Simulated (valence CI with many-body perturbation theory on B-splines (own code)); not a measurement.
**C: electric-dipole lines**

Computed by configuration interaction combined with many-body perturbation theory (CI+MBPT): four valence electrons over a frozen Dirac-Fock core [He], a basis of 11 s, 11 p, 9 d, 7 f, 5 g, 2 h, 1 i functions for each j, with the one-electron correlation potential Σ1, the two-electron term Σ2, the three-electron term Σ3, Breit, model QED; selected CI, second order for the rest, scaled by the run's own slope (own B-spline code, finite nucleus).

Set against measurement, 36 paired levels are off by 37 cm⁻¹ on average, the worst by 83. These come from a selection out of the NIST Handbook of Basic Atomic Spectroscopic Data. Levels without a partner in it may be off by more. Among the levels kept, up to 900 cm⁻¹ of a level comes from second order outside the variational space, and about a tenth of that is noise between levels of different J, which matters for small intervals.

Lines 151 to 200 of 248 in falling wavelength, among levels below 86306 cm⁻¹, chosen from the strongest by gf and those to the six lowest levels. Wavelengths and rates use the calculated energies, so an error of 40 cm⁻¹ moves a line at 165.9 nm by 0.066 % and its rate by three times that or more. Electric multipoles are in the length gauge, E1 and E2 with the static RPA response of the core. Weak lines are less certain than strong ones. Lines between different terms over intervals too small for the method are left out, as are lines whose strength nearly cancels. Where a level lies close to another of its J and parity, the split of strength between their lines is uncertain. The highest levels of a list are the least certain.

Names give the largest LS component (configuration and term), which can be under half, so a name can repeat, a term be missing and a line seem to break the LS rules; names also repeat where a configuration has a term twice.

```
λ vac (nm)  λ from measured levels          Upper        Lower   A (s⁻¹)  S (a.u.)
     165.9                   165.7  2s²2p3s ³P°_2  2s²2p² ³P_2  2.51e+08  2.83e+00
     165.9                   165.7  2s²2p3s ³P°_1  2s²2p² ³P_1  8.39e+07  5.67e-01
     165.8                   165.7  2s²2p3s ³P°_1  2s²2p² ³P_0  1.12e+08  7.58e-01
     165.8                   165.6  2s²2p3s ³P°_2  2s²2p² ³P_1  8.42e+07  9.46e-01
     161.2                          2s²2p4d ³D°_1  2s²2p² ¹S_0  1.84e+06  1.14e-02
     161.0                          2s²2p5s ¹P°_1  2s²2p² ¹S_0  3.45e+06  2.13e-02
     160.6                          2s²2p4d ¹P°_1  2s²2p² ¹S_0  4.46e+07  2.73e-01
     160.4                          2s²2p4d ³P°_1  2s²2p² ¹S_0  3.37e+05  2.06e-03
     156.1                   156.1    2s2p³ ³D°_1  2s²2p² ³P_2  3.43e+06  1.93e-02
     156.1                   156.1    2s2p³ ³D°_2  2s²2p² ³P_2  3.00e+07  2.82e-01
     156.1                   156.1    2s2p³ ³D°_3  2s²2p² ³P_2  1.25e+08  1.65e+00
     156.1                   156.1    2s2p³ ³D°_1  2s²2p² ³P_1  5.17e+07  2.91e-01
     156.0                   156.1    2s2p³ ³D°_2  2s²2p² ³P_1  9.06e+07  8.50e-01
     156.0                   156.0    2s2p³ ³D°_1  2s²2p² ³P_0  6.91e+07  3.88e-01
     148.4                   148.2  2s²2p3d ¹D°_2  2s²2p² ¹D_2  3.57e+07  2.87e-01
     147.4                   147.2  2s²2p4s ³P°_1  2s²2p² ¹D_2  8.70e+05  4.13e-03
     147.2                   147.0  2s²2p3d ³F°_3  2s²2p² ¹D_2  1.56e+06  1.72e-02
     147.0                   146.8  2s²2p3d ³D°_1  2s²2p² ¹D_2  5.65e+06  2.66e-02
     147.0                   146.8  2s²2p3d ³D°_3  2s²2p² ¹D_2  4.12e+05  4.52e-03
     147.0                          2s²2p4s ¹P°_1  2s²2p² ¹D_2  5.46e+07  2.57e-01
     146.5                          2s²2p3d ¹F°_3  2s²2p² ¹D_2  1.84e+08  2.00e+00
     146.1                   145.9  2s²2p3d ¹P°_1  2s²2p² ¹D_2  4.60e+07  2.12e-01
     136.6                          2s²2p4d ¹D°_2  2s²2p² ¹D_2  9.53e+06  5.99e-02
     136.1                          2s²2p5s ³P°_1  2s²2p² ¹D_2  1.37e+06  5.13e-03
     136.1                          2s²2p4d ³F°_3  2s²2p² ¹D_2  2.61e+06  2.27e-02
     136.0                          2s²2p4d ³D°_1  2s²2p² ¹D_2  7.06e+05  2.63e-03
     135.9                          2s²2p4d ³D°_3  2s²2p² ¹D_2  8.97e+05  7.79e-03
     135.9                          2s²2p5s ¹P°_1  2s²2p² ¹D_2  1.92e+07  7.13e-02
     135.8                          2s²2p4d ¹F°_3  2s²2p² ¹D_2  9.69e+07  8.38e-01
     135.6                          2s²2p4d ¹P°_1  2s²2p² ¹D_2  3.02e+07  1.11e-01
     132.9                   133.0    2s2p³ ³P°_1  2s²2p² ³P_2  9.89e+07  3.44e-01
     132.9                   133.0    2s2p³ ³P°_2  2s²2p² ³P_2  1.72e+08  9.95e-01
     132.9                   132.9    2s2p³ ³P°_0  2s²2p² ³P_1  2.32e+08  2.69e-01
     132.9                   132.9    2s2p³ ³P°_1  2s²2p² ³P_1  6.03e+07  2.09e-01
     132.8                   132.9    2s2p³ ³P°_2  2s²2p² ³P_1  5.64e+07  3.26e-01
     132.8                   132.9    2s2p³ ³P°_1  2s²2p² ³P_0  7.88e+07  2.73e-01
     131.7                          2s²2p5d ¹D°_2  2s²2p² ¹D_2  2.52e+06  1.42e-02
     131.5                          2s²2p5d ³F°_3  2s²2p² ¹D_2  3.96e+06  3.12e-02
     128.8                   128.8  2s²2p3d ¹D°_2  2s²2p² ³P_1  1.26e+05  6.64e-04
     128.2                   128.1  2s²2p4s ³P°_1  2s²2p² ³P_2  3.49e+07  1.09e-01
     128.1                   128.1  2s²2p4s ³P°_0  2s²2p² ³P_1  8.67e+07  9.00e-02
     128.1                   128.0  2s²2p4s ³P°_2  2s²2p² ³P_2  6.25e+07  3.25e-01
     128.1                   128.0  2s²2p4s ³P°_1  2s²2p² ³P_1  1.80e+07  5.62e-02
     128.1                   128.0  2s²2p4s ³P°_1  2s²2p² ³P_0  3.45e+07  1.07e-01
     128.1                   128.0  2s²2p4s ³P°_2  2s²2p² ³P_1  3.26e+07  1.69e-01
     128.0                   127.9  2s²2p3d ³F°_2  2s²2p² ³P_2  2.01e+06  1.04e-02
     128.0                   127.9  2s²2p3d ³F°_3  2s²2p² ³P_2  1.23e+07  8.88e-02
     128.0                   127.9  2s²2p3d ³F°_2  2s²2p² ³P_1  4.02e+06  2.08e-02
     127.9                   127.8  2s²2p3d ³D°_1  2s²2p² ³P_2  5.11e+06  1.58e-02
     127.8                   127.8  2s²2p3d ³D°_2  2s²2p² ³P_2  6.16e+07  3.18e-01
```
